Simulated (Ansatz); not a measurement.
`BO[SiH2]N` + H₂ → `N[SiH3]` + `BO` at 600 K and 1 bar (hydrogenolysis of the Si–O bond).

Isolated molecules relaxed with PBE0-D4/def2-TZVP in Ansatz; ΔE leaves out vibrations. CBS: MP2 limit from def2 TZ/QZ plus the TZ coupled-cluster correction, frozen cores. This one scheme is used for every species. One conformer a species, not always the lowest.

```json
{"species": "`BO[SiH2]N`", "CCSD(T)/CBS energy (Eh)": "-447.46661", "H − E (kJ/mol)": "240.3", "S (J/(mol·K))": "413.7"}
{"species": "H₂", "CCSD(T)/CBS energy (Eh)": "-1.17544", "H − E (kJ/mol)": "43.9", "S (J/(mol·K))": "150.8"}
{"species": "`N[SiH3]`", "CCSD(T)/CBS energy (Eh)": "-346.80422", "H − E (kJ/mol)": "170.6", "S (J/(mol·K))": "320.8"}
{"species": "`BO`", "CCSD(T)/CBS energy (Eh)": "-101.80414", "H − E (kJ/mol)": "119.7", "S (J/(mol·K))": "267.1"}
```

H − E and S are ideal-gas, rigid-rotor, harmonic terms from PBE0-D4/def2-TZVP, for one conformer and one mirror image of each species. The MP2-based limit puts H₂ 0.8 mEh under its directly extrapolated value; such offsets cancel only in part. 1 Eh = 2625.50 kJ/mol, R = 8.31446 J/(mol·K).

**Question.** By hand: ΔE, ΔH, ΔS and ΔG.

**Answer.** ΔE = (-346.80422) + (-101.80414) − (-447.46661) − (-1.17544) = 0.03369 Eh = 88.5 kJ/mol. Δ(H − E) = 170.6 + 119.7 − 240.3 − 43.9 = 6.1, so ΔH = 94.6 kJ/mol. ΔS = 320.8 + 267.1 − 413.7 − 150.8 = 23.4 J/(mol·K). ΔG = 94.6 − 600 × (23.4)/1000 = 80.6 kJ/mol.

**Question.** By hand: the equilibrium constant, and the temperature at which ΔG would vanish if ΔH and ΔS stayed fixed.

**Answer.** log₁₀ K = −ΔG/(RT ln 10) = -7.0. ΔG = 0 at ΔH/ΔS = 4043 K, far beyond where these terms or the molecules hold.

ΔH outweighs TΔS. A doubt of 5 kJ/mol in ΔE shifts log₁₀ K by 0.4 here. Other conformers and mirror images would add mixing entropy, several J/(mol·K) or more a flexible species. Modes under 60 cm⁻¹, often nearly free rotors, make the harmonic entropy too high. These are equilibria of isolated gas molecules and say nothing of rates. Largest T1 diagnostic: 0.014 (customary marks: 0.02 for closed shells, 0.045 for open ones).
